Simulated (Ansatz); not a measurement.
Steps of a relaxation of AlAsH6O3, SMILES `[OH][Al-]([OH])([OH])[AsH3+]` with RKS PBE0-D4/def2-TZVP.

```sh
$ ansatz run in.yaml --threads 8 --pin off --events-out ev --progress --plain --max-ram 20889MiB
```

```yaml
crystal:
  periodic: [false, false, false]
  atoms:
    - {symbol: O, position_ang: [-2.008992, -0.181710, 0.543818]}
    - {symbol: Al, position_ang: [-0.338942, -0.611850, 0.708709]}
    - {symbol: O, position_ang: [0.587733, 0.105718, 1.984862]}
    - {symbol: O, position_ang: [0.212221, -2.097957, 0.010979]}
    - {symbol: As, position_ang: [0.576942, 0.998511, -1.194576]}
    - {symbol: H, position_ang: [-2.421919, 0.365033, 1.230697]}
    - {symbol: H, position_ang: [1.340665, -0.383541, 2.353075]}
    - {symbol: H, position_ang: [-0.440423, -2.702335, -0.376718]}
    - {symbol: H, position_ang: [2.064340, 1.023977, -1.545897]}
    - {symbol: H, position_ang: [0.419749, 2.512502, -1.057824]}
    - {symbol: H, position_ang: [0.073925, 0.914653, -2.636525]}
basis:
  gaussian: {orbitals: def2-TZVP}
hamiltonian: {xc: pbe0, dispersion: d4}
relax: {f_tol: 0.005, max_steps: 150}
```

Positions (Å) and forces (eV/Å) along the path, 8 of 8 steps:

```xyz
11
step=1 energy=-73667.8207 eV
O    -2.009   -0.182    0.544    0.218    0.227    0.598
Al   -0.339   -0.612    0.709   -0.013   -0.022    0.027
O     0.588    0.106    1.985    0.244   -0.625   -0.084
O     0.212   -2.098    0.011   -0.672   -0.003   -0.024
As    0.577    0.999   -1.195    0.233    0.417   -0.495
H    -2.422    0.365    1.231    0.304   -0.397   -0.502
H     1.341   -0.384    2.353   -0.567    0.360   -0.279
H    -0.440   -2.702   -0.377    0.480    0.447    0.286
H     2.064    1.024   -1.546   -0.338   -0.037    0.111
H     0.420    2.513   -1.058    0.016   -0.354    0.003
H     0.074    0.915   -2.637    0.095   -0.012    0.357
11
step=2 energy=-73667.8600 eV
O    -1.995   -0.191    0.556    0.247    0.061    0.139
Al   -0.323   -0.588    0.687   -0.065   -0.117    0.160
O     0.570    0.083    2.000   -0.013   -0.205   -0.224
O     0.208   -2.088    0.028   -0.216    0.182    0.014
As    0.587    1.021   -1.229    0.019    0.025   -0.005
H    -2.401    0.341    1.244    0.062   -0.096   -0.138
H     1.305   -0.415    2.366   -0.137    0.105   -0.068
H    -0.443   -2.683   -0.351    0.133    0.099    0.063
H     2.062    1.029   -1.559   -0.067    0.006    0.006
H     0.420    2.515   -1.074    0.012   -0.062   -0.017
H     0.075    0.919   -2.648    0.024    0.001    0.070
11
step=3 energy=-73667.8678 eV
O    -1.992   -0.191    0.552    0.140   -0.049   -0.001
Al   -0.332   -0.597    0.687    0.013    0.007    0.034
O     0.575    0.096    1.968   -0.094   -0.058   -0.097
O     0.203   -2.083    0.021   -0.031    0.135    0.062
As    0.587    1.013   -1.204   -0.040   -0.057    0.051
H    -2.394    0.348    1.230   -0.059    0.036    0.025
H     1.313   -0.389    2.330    0.054   -0.007    0.050
H    -0.441   -2.679   -0.356   -0.018   -0.071   -0.039
H     2.055    1.020   -1.536    0.048    0.004   -0.017
H     0.419    2.501   -1.055   -0.004    0.050   -0.003
H     0.073    0.904   -2.615   -0.009    0.010   -0.063
11
step=4 energy=-73667.8691 eV
O    -1.982   -0.183    0.550    0.048   -0.007    0.031
Al   -0.327   -0.594    0.697    0.011    0.006    0.007
O     0.570    0.083    1.990   -0.036   -0.042   -0.062
O     0.210   -2.072    0.020   -0.041    0.033    0.022
As    0.579    1.008   -1.213    0.006    0.000    0.023
H    -2.390    0.353    1.228   -0.043    0.012   -0.003
H     1.306   -0.406    2.354    0.027    0.013    0.029
H    -0.431   -2.665   -0.367    0.015   -0.039   -0.018
H     2.048    1.017   -1.546    0.023    0.006   -0.010
H     0.413    2.498   -1.066    0.001    0.026   -0.005
H     0.069    0.904   -2.627   -0.011   -0.008   -0.014
11
step=5 energy=-73667.8698 eV
O    -1.984   -0.187    0.555    0.016    0.018    0.040
Al   -0.329   -0.596    0.697    0.002    0.001   -0.003
O     0.569    0.082    1.985    0.015   -0.040   -0.014
O     0.206   -2.075    0.023   -0.051    0.001   -0.006
As    0.583    1.012   -1.212    0.012    0.016   -0.005
H    -2.394    0.350    1.231   -0.023   -0.005   -0.026
H     1.307   -0.403    2.351   -0.001    0.029    0.014
H    -0.434   -2.672   -0.363    0.036   -0.012   -0.003
H     2.053    1.023   -1.549   -0.003   -0.001    0.000
H     0.418    2.504   -1.069   -0.001   -0.003   -0.003
H     0.072    0.906   -2.628   -0.001   -0.004    0.005
11
step=6 energy=-73667.8701 eV
O    -1.986   -0.193    0.570    0.025    0.003   -0.041
Al   -0.331   -0.599    0.701   -0.038   -0.057    0.076
O     0.565    0.067    1.996   -0.006    0.027   -0.032
O     0.197   -2.080    0.029    0.023    0.033   -0.013
As    0.580    1.007   -1.202    0.009    0.013   -0.017
H    -2.406    0.384    1.204   -0.001    0.002    0.020
H     1.333   -0.379    2.348    0.005   -0.017    0.005
H    -0.414   -2.674   -0.401   -0.017   -0.006    0.003
H     2.048    1.014   -1.547    0.000    0.002    0.001
H     0.417    2.500   -1.064    0.000    0.001   -0.002
H     0.061    0.895   -2.613    0.000   -0.001    0.001
11
step=7 energy=-73667.8712 eV
O    -1.983   -0.184    0.564    0.001   -0.001   -0.002
Al   -0.331   -0.600    0.705    0.000    0.000    0.000
O     0.570    0.069    1.994   -0.002    0.001   -0.001
O     0.199   -2.073    0.019    0.002    0.002    0.001
As    0.583    1.012   -1.205    0.000    0.000   -0.001
H    -2.407    0.369    1.218   -0.001    0.000    0.003
H     1.323   -0.393    2.358    0.001   -0.003    0.001
H    -0.420   -2.676   -0.389   -0.002    0.000    0.000
H     2.051    1.023   -1.550    0.001    0.001    0.000
H     0.416    2.505   -1.078    0.000    0.001    0.000
H     0.066    0.892   -2.617    0.000   -0.001   -0.001
11
step=8 energy=-73667.8712 eV
O    -1.983   -0.183    0.564   -0.001    0.001    0.000
Al   -0.331   -0.599    0.705    0.001    0.002   -0.001
O     0.570    0.069    1.994    0.000    0.001    0.001
O     0.199   -2.072    0.018    0.001   -0.002   -0.001
As    0.584    1.013   -1.207   -0.001   -0.001    0.004
H    -2.407    0.365    1.222   -0.001    0.000    0.000
H     1.320   -0.396    2.360    0.001    0.000    0.001
H    -0.422   -2.675   -0.387   -0.001   -0.001   -0.001
H     2.052    1.024   -1.551    0.001    0.000    0.000
H     0.415    2.506   -1.080   -0.001    0.002   -0.001
H     0.068    0.891   -2.619   -0.001    0.000   -0.001
```

Hardware: 8 threads of an AMD EPYC on a shared host. Wall time 82 s, peak host memory 0.68 GiB.
